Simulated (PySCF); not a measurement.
**Bond length, frequency and bond energy of GaN by level of theory**

State: ³Σ⁻ (triplet), unpaired electrons π ↑↑. Set-up: Ga aug-cc-pVDZ-PP with ECP10, N aug-cc-pVDZ; scalar-relativistic core potentials (PySCF 2.14). De refers to Ga + N in their high-spin ground configurations, without counterpoise correction. The functionals are run spin-unrestricted. A positive dipole means Ga(−)N(+).

```csv
Level,Re (Å),ωe (cm⁻¹),De (eV),μ (D)
UHF,2.013,512,0.54,-2.07
UHF-MP2,2.026,511,1.72,n/a
UHF-SCS-MP2,2.032,504,1.72,n/a
UHF-CCSD,2.042,483,1.67,n/a
UHF-CCSD(T),2.048,476,1.76,n/a
PBE,2.063,464,2.45,-2.06
BLYP,2.080,450,2.43,-2.23
r²SCAN,2.029,488,2.12,-1.90
PBE0,2.031,493,2.16,-2.06
BHandHLYP,2.017,508,1.94,-2.19
M06-2X,2.027,503,2.08,-1.98
LC-ωPBE,2.002,523,2.14,-2.01
```

(1) Which functional lies closest to UHF-CCSD(T) in De, which farthest, and by how much do they differ from it?

(2) What does a quarter of exact exchange do here, going from PBE to PBE0?

(3) What does the step from GGA to meta-GGA do here, going from PBE to r²SCAN?

Correlated steps freeze 5 core orbitals. Correlated levels converge slowly with the basis: in double zeta they bind strong bonds too weakly, by up to about 1 eV, and carry superposition errors of some tenths. Spin–orbit coupling is left out. The state is the lowest determinant that a PBE0 search found; another state may lie lower at other levels.

The whole job (state search and all levels along the bond) took about 1.8 min on 1 thread of Intel Xeon 6975P-C (shared host), peak memory 0.73 GiB.

Results:

(1) Closest is BHandHLYP (-3.1 pm in Re, +6.7 % in ωe, +0.18 eV in De against UHF-CCSD(T) in the same basis), farthest PBE (+1.5 pm in Re, -2.5 % in ωe, +0.69 eV in De). CCSD(T) converges more slowly with the basis than the functionals do and binds too weakly in this one, so the order can change at the basis-set limit.

(2) PBE0 less PBE: -3.2 pm in Re, +6.2 % in ωe, -0.29 eV in De. Exact exchange removes part of the self-interaction that spreads semilocal densities, and in most molecules shortens and stiffens the bond and lowers De; so it does here.

(3) r²SCAN less PBE: -3.4 pm in Re, +5.2 % in ωe, -0.33 eV in De.
